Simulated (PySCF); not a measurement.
Method: PySCF with PBE-D3(BJ)/def2-TZVP // B3LYP-D3(BJ)/def2-TZVP. Gas-phase values, no solvent. One relaxed conformer stands for a flexible species; it need not be the lowest. Excitations are Tamm–Dancoff values on a coarser integration grid. The basis has no diffuse functions, so Rydberg states are missing or too high.

Reference species (SMILES): `[SiH](=[SiH2])C=O` (O–C–Si–Si torsion 21°) (neutral, multiplicity 1).

The T1 excitation (TDA) comes out as 1.41 eV. The HOMO–LUMO gap comes out as 1.97 eV and the S1–T1 gap (TDA) comes out as 0.96 eV. The HOMO is -5.53 eV.

Changed species: `O=[Si]1C[SiH2]1`.

Q: Give the shifts of the T1 excitation (TDA), HOMO–LUMO gap, S1–T1 gap (TDA) and HOMO.

A: the T1 excitation (TDA) rises by 1.02 eV, to 2.43 eV; the HOMO–LUMO gap rises by 0.82 eV, to 2.79 eV; the S1–T1 gap (TDA) falls by 0.32 eV, to 0.64 eV; the HOMO decreases by 0.43 eV, to -5.96 eV.
